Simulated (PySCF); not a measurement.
C7H11O2P.
Atom-mapped SMILES: `[CH3:1][O:2][C:3]1=[CH:4][P@@:5]([CH3:6])(=[O:7])[CH:8]=[C:9]1[CH3:10]`

NICS = −σ at a ghost point: NICS(0) at the centroid of the ring atoms, NICS(1) 1 Å to either side along the normal of their mean plane, zz for the tensor component along that normal. Level: GIAO PBE0/pcSseg-1 (PySCF, non-relativistic, gas phase) on the GFN2-xTB geometry, one conformer.

Ring bond lengths (Å), with Mayer bond orders in brackets: C3–C4 1.344 (1.73), C4–P5 1.806 (0.85), P5–C8 1.815 (0.84), C8–C9 1.337 (1.81), C9–C3 1.478 (0.98).

Q: Give the NICS values of each ring in ppm.

A: 
| ring | type | NICS(0) | NICS(1), two faces | NICS(1)zz, two faces | rms pucker (Å) | centre to ring atoms, mean (Å) |
| --- | --- | --- | --- | --- | --- | --- |
| C3–C4–P5–C8–C9 | 5-membered ring with P; formal bonds 2 double, 3 single | -0.7 | -2.9 / -1.6 | 2.4 / 2.7 | 0.00 | 1.32 |

Q: What can be read from them?

A: 
- C3–C4–P5–C8–C9: mean NICS(1)zz 2.6 ppm, near zero. P5 has four or more neighbours, so the value isn't read as a sign of a π ring current.

Q: What field does 7.05 T along the ring normal induce along that normal at the second NICS(1) probe listed for ring C3–C4–P5–C8–C9, 1 Å off the ring?

A: NICSzz × B0 = 2.7 ppm × 7.05 T = 19 μT, along the applied field.

Q: How shielded are the nuclei of the rings and their hydrogens (means over atoms taken as equivalent)?

A: 
```csv
atoms,environment,σ isotropic (ppm),"principal values of the symmetric part, first atom (ppm)"
C3,vinylic carbon bearing oxygen,13.1,"-88.2, 40.6, 87.1"
C4,alkene CH carbon,90.0,"23.0, 81.9, 165.2"
P5,phosphoryl phosphorus,305.1,"210.5, 251.6, 453.4"
C8,alkene CH carbon,52.0,"-43.0, 56.5, 142.6"
C9,fully substituted alkene carbon,31.0,"-85.5, 39.6, 138.9"
H on C4,vinylic hydrogen,27.10,"24.7, 26.8, 29.7"
H on C8,vinylic hydrogen,25.69,"23.7, 25.5, 27.9"
```

Cost: about 2.4 min of CPU time on one thread; the machine was shared, so the figure is rough. This is the whole shielding run at PBE0/pcSseg-1, SCF included.

Conformer computed: `[CH3:1][O:2][C:3]1=[CH:4][P@@:5]([CH3:6])(=[O:7])[CH:8]=[C:9]1[CH3:10]`: C1–O2–C3–C4 -2°.
